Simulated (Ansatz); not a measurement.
Calculated with Ansatz (gas phase, PBE0-D4/def2-TZVP geometries, no zero-point term in ΔE). CCSD(T)/CBS adds triple-zeta CCSD(T) − MP2 to the extrapolated MP2 energy (def2 sets, frozen cores). Functionals use def2-TZVPP. HSE06 is defined as in plane-wave codes. One conformer a species, not always the lowest.

`CCN(C)[SiH3]` + `CBNC` → `CBN(C)C` + `CN(C)[SiH3]`  (substitution at a C–C bond)

| level | ΔE (kJ/mol) |
| --- | --- |
| HSE06-D4 | 31.6 |
| B2PLYP | 30.7 |
| BHLYP | 32.0 |
| SCS-MP2/def2-TZVPP | 30.2 |

Task: What does CCSD(T)/CBS give? (An estimate is asked.)

Result: Computed: +31.8 kJ/mol. The listed levels differ from it by -0.2, -1.1, 0.2, -1.6 kJ/mol.

Largest T1 diagnostic among the species: 0.012.

In def2-TZVPP, CCSD(T) changes the Hartree–Fock value by −4.1 kJ/mol (the triples alone add −1.0 kJ/mol) and MP2 by −3.9 kJ/mol. Leaving LDA and LC-ωPBE aside and taking each functional with its dispersion term where it has one, the values, not all of them listed here, spread over 3.9 kJ/mol, from BLYP-D4 to r2SCAN0-D4. LDA lies −3.6 kJ/mol from PBE without D4.

CCSD(T)/CBS has its own doubt, a few kJ/mol and more with outer-core shells, so smaller differences from it don't rank the levels.
